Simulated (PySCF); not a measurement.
The dipole of `C=CS[SiH2]SCC(F)(F)F` from its density and from atomic charges.

Coordinates (GFN2-xTB, Å) and charges (e) from the PBE0/pcSseg-1 density (PySCF):

```
atom       x       y       z  Mulliken      IAO  Hirshfeld  ESP-fitted
  C1   3.365   0.075  -0.812   -0.1210  -0.3212    -0.1064     -0.4702
  C2   2.352   0.108   0.033   -0.3468  -0.2449    -0.0601     -0.0399
  S3   1.222   1.473   0.109   -0.1951  -0.1112    -0.0482     -0.1944
 Si4   0.005   0.898   1.789   +0.5222  +0.6089    +0.2956     +0.2974
  S5  -0.826  -1.063   1.389   -0.2379  -0.1609    -0.0786     -0.2003
  C6  -1.359  -0.902  -0.344   -0.4138  -0.3897    -0.0992     -0.4621
  C7  -2.724  -0.255  -0.451   +0.7947  +0.8072    +0.2529     +0.6197
  F8  -3.681  -0.931   0.190   -0.2565  -0.2758    -0.0940     -0.1871
  F9  -2.741   0.995   0.036   -0.2670  -0.2852    -0.0833     -0.1833
 F10  -3.111  -0.165  -1.735   -0.2689  -0.2844    -0.0973     -0.2078
 H11   4.033  -0.769  -0.842   +0.1311  +0.1647    +0.0560     +0.1992
 H12   3.559   0.885  -1.494   +0.1268  +0.1586    +0.0497     +0.2344
 H13   2.138  -0.696   0.721   +0.1666  +0.1576    +0.0395     +0.1369
 H14   0.828   0.640   2.955   -0.0177  -0.1024    -0.0624     -0.0049
 H15  -1.006   1.926   1.887   -0.0127  -0.0904    -0.0621     +0.0151
 H16  -0.643  -0.301  -0.907   +0.2034  +0.1785    +0.0361     +0.1917
 H17  -1.418  -1.907  -0.760   +0.1927  +0.1905    +0.0614     +0.2557
```

Problem. Compute μ = Σ q r for each scheme (1 e·Å = 4.803 D) and compare with the dipole of the full density.

Solution. The full density gives (2.12, -0.60, 0.16) D, 2.21 D in size; dipole vectors point from the negative to the positive end.

```json
{"scheme": "Mulliken", "μx": "2.78", "μy": "0.03", "μz": "1.32", "size (D)": "3.07", "share of the full size (%)": "139", "angle to the full dipole (°)": "27"}
{"scheme": "IAO", "μx": "2.61", "μy": "-0.40", "μz": "1.27", "size (D)": "2.93", "share of the full size (%)": "133", "angle to the full dipole (°)": "23"}
{"scheme": "Hirshfeld", "μx": "1.05", "μy": "-0.02", "μz": "0.45", "size (D)": "1.14", "share of the full size (%)": "52", "angle to the full dipole (°)": "24"}
{"scheme": "ESP-fitted", "μx": "2.19", "μy": "-0.58", "μz": "0.18", "size (D)": "2.27", "share of the full size (%)": "103", "angle to the full dipole (°)": "1"}
```

Problem. Which set comes closest?

Solution. Length of the difference vector: ESP-fitted 0.08 D, IAO 1.24 D, Hirshfeld 1.25 D, Mulliken 1.48 D. Closest: ESP-fitted. ESP charges are fitted to the potential around the molecule, whose slowest-falling term is the dipole's. 

Problem. What is left for the Hirshfeld atoms' own dipoles?

Solution. The Hirshfeld atoms' densities add up to the full density, so μ = Σ q r + Σ (atomic dipoles). The atomic dipoles sum to (2.12, -0.60, 0.16) − (1.05, -0.02, 0.45) = (1.07, -0.58, -0.29) D, 1.25 D in size.

Problem. With the origin at the mean of the coordinates, (0.000, 0.001, 0.104) Å, which are the largest single terms, by size, of the ESP-fitted dipole along the direction of the full one?

Solution. C7 -7.69, C1 -7.10, H11 +3.84, H12 +3.44, F10 +3.06 D; all 17 atoms together +2.27 D. The single terms depend on the origin, their sum doesn't.

Problem. Give the size of the full dipole in other units.

Solution. 2.21 D = 0.868 au = 0.459 e·Å = 7.36 × 10⁻³⁰ C·m.

One conformer (not necessarily the lowest) at the GFN2-xTB geometry, without solvent, vibrations or thermal averaging.
